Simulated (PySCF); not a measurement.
## [TeS2]+: from structure and modes to constants

Level of theory: UPBE0 in PySCF with Te def2-TZVP with ECP28, S def2-TZVP; scalar-relativistic core potentials, no spin–orbit coupling; density-fitted integrals.

The doublet minimum has C2v symmetry. Masses (u): Te 129.90622, S 31.97207.

```xyz
3
charge 1 multiplicity 2, angstrom
Te   -0.5146    0.0000    0.0000
S     1.0460   -1.5896    0.0000
S     1.0460    1.5896    0.0000
```

Harmonic wavenumbers (cm⁻¹): 145.6 (a1, ×1), 205.6 (b2, ×1), 527.6 (a1, ×1).

(1) Find the principal moments of inertia and the rotational constants. What kind of rotor is it?

(2) Find the vibrational entropy and heat capacity at 298.15 K.

(3) Give the standard entropy (298.15 K, 1 bar) by its translational, rotational, vibrational and spin parts, and Cp.

## Answers

(1) About the centre of mass I = 104.37, 161.57, 265.93 u Å². With B = 16.8576/I this gives 0.1615, 0.1043, 0.06339 cm⁻¹. The molecule is an asymmetric top with κ = -0.17.

(2) With u = 1.43878 ω/T, each mode gives S = R[u/(eᵘ−1) − ln(1−e⁻ᵘ)] and C = R u² eᵘ/(eᵘ−1)².
```json
{"ω (cm⁻¹)": "145.6", "u": "0.703", "S (J/(mol K))": "11.42", "C (J/(mol K))": "7.98"}
{"ω (cm⁻¹)": "205.6", "u": "0.992", "S (J/(mol K))": "8.71", "C (J/(mol K))": "7.66"}
{"ω (cm⁻¹)": "527.6", "u": "2.546", "S (J/(mol K))": "2.48", "C (J/(mol K))": "4.97"}
```
The sums over all modes are S = 22.6 and C = 20.6 J/(mol K); the softest mode gives 51 % of the entropy.

(3) Sackur–Tetrode with M = 193.85 u gives 174.5; rotation with symmetry number 2 gives 106.4; vibration 22.6; spin R ln 2 = 5.8. The total is 309.3 J/(mol K), and Cp = 4 R + 20.6 = 53.9 J/(mol K).

This need not be the most stable arrangement of these atoms. No spin–orbit coupling is included, which matters more the heavier the element.
